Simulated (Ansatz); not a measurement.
Ansatz (a quantum-chemistry and plane-wave program) input (RPA@PBE/cc-pV(Q+d)Z):
A basis named .json is the Basis Set Exchange file of that set.

Ansatz 0.2 input:
```yaml
crystal:
  periodic: [false, false, false]
  atoms:
    - {symbol: C, position_ang: [-0.87201461, 1.89158697, -1.12857833]}
    - {symbol: Si, position_ang: [-0.63032132, 0.24787127, -0.25991867]}
    - {symbol: C, position_ang: [-2.13524192, -0.11936427, 0.79731345]}
    - {symbol: O, position_ang: [-0.38190352, -0.98426607, -1.37037418]}
    - {symbol: Si, position_ang: [1.40987081, 0.06204732, 0.90361823]}
    - {symbol: O, position_ang: [2.01908639, -1.43502662, 0.51912063]}
    - {symbol: H, position_ang: [-0.03063026, 2.11875223, -1.78541826]}
    - {symbol: H, position_ang: [-1.78538280, 1.89416975, -1.73006078]}
    - {symbol: H, position_ang: [-0.95635079, 2.70224822, -0.40003650]}
    - {symbol: H, position_ang: [-2.03870827, -1.08196801, 1.30261630]}
    - {symbol: H, position_ang: [-3.04852014, -0.14063563, 0.19577302]}
    - {symbol: H, position_ang: [-2.26342377, 0.64941988, 1.56351152]}
    - {symbol: H, position_ang: [-1.07983145, -1.19940900, -1.99471108]}
    - {symbol: H, position_ang: [2.36401258, 1.13606371, 0.51452502]}
    - {symbol: H, position_ang: [1.25907250, 0.13567949, 2.37853666]}
    - {symbol: H, position_ang: [1.61214602, -1.83217566, -0.25891226]}
basis:
  gaussian:
    orbitals: cc-pV_Q+d_Z.json
hamiltonian:
  xc: pbe
magnetization: {spin_polarized: false}
correlation: {method: rpa, electrons: outside_noble_gas}
```

End of the output:

```
integrals: 7.25 GiB planned
3821 factors; integrals over basis functions are off by at most 1.0e-3 eV
0.83 GiB of the device are held for the grids
8.73 GiB of device memory are held for the factors and their scratch space
mean field: 10.14 GiB planned
mean field evaluation 1: about -22051.8054 eV, gradient 1.2e2 eV
mean field evaluation 2: about -22051.7987 eV, gradient 1.2e2 eV
mean field evaluation 4: about -22073.2543 eV, gradient 4.8e1 eV
mean field evaluation 8: about -22077.7630 eV, gradient 7.2e-1 eV
mean field evaluation 16: about -22077.7637 eV, gradient 6.0e-4 eV
mean field evaluation 32: about -22077.3188 eV, gradient 6.9e0 eV
mean field -22077.76367153 eV, -811.3428500832 hartree, gradient 6.0e-6 eV, S^2 0.000000; 1 other end points of the search recorded, 0 dependent functions left out
14 core orbitals not correlated
reference -22023.31907497 eV, -809.3420480633 hartree; 19, 19 occupied and 615, 615 virtual orbitals, 3821 factors
Total energy: -22076.53275463 eV, -811.2976147211 hartree
```
